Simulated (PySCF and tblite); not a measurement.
Values are calculated unless marked as measured or tabulated.
System: C₅H₉NOSi, numbered as in [CH3:1][c:2]1[cH:3][o:4][c:5]([NH:6][SiH3:7])[cH:8]1.

Motion: rotation about the C5–N6 bond (torsion O4–C5–N6–Si7 from -1° to 180°, rising). GFN2-xTB gives an electronic barrier of 5.6 kcal/mol and a reaction energy of 0.3 kcal/mol.

Problem. What does PBE0/pcSseg-1 + D3(BJ) give on GFN2-xTB geometries?

Solution. A barrier of 2.6 kcal/mol, 3.0 below the tight-binding barrier (from unrounded values), a reaction energy of 0.0 kcal/mol and, with GFN2-xTB thermal terms, ΔG‡(298 K) = 2.9 kcal/mol and k = 8.9×10¹⁰ s⁻¹ (2 equivalent paths).

Programs: tblite and PySCF.
